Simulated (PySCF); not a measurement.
## Working out the ionisation energy of Br⁺

Br⁺ [Ar] 3d10 4s2 4p4 (3P) → Br²⁺ [Ar] 3d10 4s2 4p3 (4S). Calculation: PySCF 2.14, in def2-TZVP; the non-relativistic Hamiltonian (point nucleus). Frozen: [Ar] 3d10. Energies in hartree (1 hartree = 27.21139 eV):

| part | Br⁺ (lower) | Br²⁺ (upper) |
| --- | --- | --- |
| UHF | -2572.002624 | -2571.258062 |
| CCSD correlation | -0.123970 | -0.094799 |
| (T) | -0.003327 | -0.002447 |

**Question.** What does Hartree-Fock give?

**Answer.** (-2571.258062) − (-2572.002624) = 0.744562 hartree = 20.261 eV.

**Question.** What do CCSD and CCSD(T) give?

**Answer.** The CCSD correlation energies differ by 0.029171 hartree = 0.794 eV and the triples by 0.000880 hartree = 0.024 eV, so CCSD gives 21.055 eV and CCSD(T) 21.079 eV.

Measured between the centres of the two terms (NIST): 21.409 eV, so CCSD(T) (valence) is off by -0.330 eV.

The calculation is non-relativistic.

What remains against the reference includes basis incompleteness, the frozen core and higher excitations.
